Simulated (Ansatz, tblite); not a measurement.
Cost and result up the ladder for `CCCCCCCCCCCCCCCCCCS` (57 atoms). Charge 0, multiplicity 1. Geometry: PBE-D4/def2-SVP.

Ansatz on 2 threads of AMD EPYC 7R13 on a shared host and a share (18 GiB) of an NVIDIA H100 80GB HBM3; xTB runs through tblite on one thread. Times are rough, summed over both states, and most runs start from the orbitals of an earlier one. PBE-QIDH/def2-TZVP serves as the yardstick here, not as an exact answer. The other state is a doublet.

The xTB rows come from tblite. Correlated methods freeze 23 core orbitals. Single mean-field runs in def2-TZVP are fitted with def2-universal-jkfit. HOMO above LUMO, or a gap near zero within one spin, warns that the state may not be the lowest or that an electron is smeared out.

Correlated methods converge slowly with the basis.

Raw xTB energies of ions are shifted by several eV.

```json
{"level": "GFN2-xTB", "functions": "119", "wall time": "0.19 s", "vertical IE (eV)": "12.18", "difference from PBE-QIDH/def2-TZVP (eV)": "3.12", "remarks": "–"}
{"level": "GFN1-xTB", "functions": "157", "wall time": "0.41 s", "vertical IE (eV)": "13.36", "difference from PBE-QIDH/def2-TZVP (eV)": "4.30", "remarks": "–"}
{"level": "PBE0-D4/def2-TZVP", "functions": "823", "wall time": "17 s", "vertical IE (eV)": "8.69", "difference from PBE-QIDH/def2-TZVP (eV)": "-0.37", "remarks": "–"}
{"level": "PBE-D4/def2-TZVP (with forces)", "functions": "823", "wall time": "17 s", "vertical IE (eV)": "7.97", "difference from PBE-QIDH/def2-TZVP (eV)": "-1.09", "remarks": "gap within one spin near zero (+1 doublet)"}
{"level": "PBE-QIDH/def2-TZVP", "functions": "823", "wall time": "20 s", "vertical IE (eV)": "9.06", "difference from PBE-QIDH/def2-TZVP (eV)": "0.00", "remarks": "–"}
```
